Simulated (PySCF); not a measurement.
AlFH₂Se₂, SMILES [Al]([SeH])([F])[SeH].

Geometry optimised at PBE0-D3(BJ)/def2-SVP. The values are those of a single conformer.

Method: PBE0-D3(BJ)/def2-SVP in PySCF.

Frequencies are harmonic and unscaled.

```
mode  ν (cm⁻¹)  IR (km/mol)  Raman (Å⁴/amu)  depolarisation  moving atoms (share of kinetic energy)
----  --------  -----------  --------------  --------------  --------------------------------------
1           95          3.3             2.8            0.43                Se 64 %, Al 18 %, F 13 %
2          154          0.0             0.0               –                                  H 99 %
3          159         13.6             0.5            0.75                         F 77 %, Se 21 %
4          186         39.0             0.0               –                         Al 61 %, H 24 %
5          246          0.0             5.5            0.75                 H 71 %, Al 18 %, F 11 %
6          275          4.7            12.2            0.12                Se 56 %, Al 23 %, F 21 %
7          480         86.5             4.0            0.75                Al 63 %, H 26 %, Se 10 %
8          601         55.5             3.0            0.75                         H 72 %, Al 21 %
9          615          8.1             8.2            0.66                                  H 94 %
10         876        109.1             0.7            0.10                         F 53 %, Al 46 %
11        2452          7.7             8.9            0.75                                  H 99 %
12        2456         11.1           182.0            0.29                                  H 99 %
```
